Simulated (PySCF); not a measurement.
Working out the excitation energy of N⁺

N⁺ [He] 2s2 2p2 (3P) → N⁺ [He] 2s1 2p2 3d1 (high-spin determinant). All numbers are calculated (PySCF 2.14, the non-relativistic Hamiltonian (point nucleus), in aug-cc-pwCVDZ). Frozen: nothing. Energies in hartree (1 hartree = 27.21139 eV):

```tsv
part	N⁺ (lower)	N⁺ (upper)
UHF	-53.881662	-52.695037
MP2 opposite-spin	-0.074372	-0.025432
MP2 same-spin	-0.012622	-0.015139
```

**Question.** What does Hartree-Fock give?

**Answer.** (-52.695037) − (-53.881662) = 1.186625 hartree = 32.290 eV.

**Question.** What do MP2 and SCS-MP2 (6/5 opposite-spin, 1/3 same-spin) give?

**Answer.** The opposite-spin parts differ by 1.332 eV and the same-spin parts by -0.068 eV. MP2: 32.290 + (1.332) + (-0.068) = 33.554 eV. SCS-MP2: 32.290 + 1.2 × (1.332) + (-0.068)/3 = 33.866 eV.

One determinant mixes LS terms, so it does not stand for a single term.

The upper state lies above the first ionisation limit, but in LS coupling its spin forbids autoionisation to the ground ion. A Rydberg-like electron needs more diffuse functions than a valence basis has.

A double-zeta basis recovers only part of the correlation energy.
